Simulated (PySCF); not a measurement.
## Polarisability and C₆ of Ag⁺ (silver, charge +1)

[Kr] 4d10, closed-shell 1S. Computed with PySCF 2.14 in x2c-QZVPPall with one added diffuse shell each of s, p, d, f, g type (14s9p8d5f3g, 143 functions), with scalar relativity by spin-free X2C-1e. Coupled (time-dependent) response in atomic units; α is the mean over directions.

```json
{"method": "UHF", "mean α (bohr³)": "8.740", "C₆ (like pair)": "51.38", "S(−4)": "21.18"}
{"method": "PBE", "mean α (bohr³)": "10.69", "C₆ (like pair)": "64.25", "S(−4)": "38.92"}
```

S(−4) is the Cauchy moment in α(ω) = α(0) + S(−4) ω² + …

α(iu) at PBE:

| u (hartree) | α(iu) (bohr³) |
| --- | --- |
| 0 | 10.69 |
| 0.0500 | 10.60 |
| 0.100 | 10.33 |
| 0.200 | 9.451 |
| 0.300 | 8.437 |
| 0.500 | 6.686 |
| 0.750 | 5.155 |
| 1.00 | 4.103 |
| 1.50 | 2.781 |
| 2.00 | 2.004 |
| 3.00 | 1.172 |
| 5.00 | 0.5365 |

A single London oscillator, α(iu) = α/(1 + u²/ω²), gives C₆ = (3/4) ω α². Matching the computed C₆ needs ω = 4 × 64.25 / (3 × 10.69²) = 0.750 hartree.

For an ion, C₆ is the dispersion term alone; charge-induced terms of lower order in 1/R come first.
